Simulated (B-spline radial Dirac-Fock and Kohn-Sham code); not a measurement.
Width and fluorescence yield of the L3 (2p3/2) hole, Co to Pd

The computed values come from a B-spline atomic structure program: a relativistic independent-particle model: LDA orbitals of the hole state, radiative multipoles to third order, Auger rates from the Coulomb interaction with a continuum orbital, Dirac-Fock energies. Free neutral atoms. Recommended widths: Campbell and Papp (2001); yields: xraylib tables.

```
 Z  element  Γ (eV)  recommended Γ        ω  Coster-Kronig yield  tabulated ω
27       Co   0.483          0.470  0.00646                0.000      0.00770
28       Ni       ?              ?        ?                    ?            ?
29       Cu   0.632          0.610  0.00935                0.000       0.0110
30       Zn   0.705          0.680   0.0108                0.000       0.0120
31       Ga   0.783          0.770   0.0122                0.000       0.0130
32       Ge   0.864          0.860   0.0138                0.000       0.0150
33       As   0.946          0.940   0.0155                0.000       0.0160
36       Kr    1.20           1.19   0.0211                0.000       0.0220
37       Rb    1.28           1.27   0.0233                0.000       0.0240
38       Sr    1.36           1.35   0.0257                0.000       0.0260
40       Zr    1.53           1.51   0.0311                0.000       0.0310
41       Nb    1.62           1.60   0.0342                0.000       0.0340
42       Mo    1.70           1.69   0.0374                0.000       0.0370
43       Tc    1.79           1.78   0.0408                0.000       0.0400
44       Ru    1.88           1.87   0.0446                0.000       0.0430
45       Rh    1.97           1.96   0.0485                0.000       0.0460
46       Pd    2.07           2.05   0.0526                0.000       0.0490
```

Question: What does the model give for Ni?

Answer: Γ = 0.549 eV, ω = 0.00781, Coster-Kronig yield 0.000; the recommended width is 0.530 eV; the tabulated yield is 0.00930.
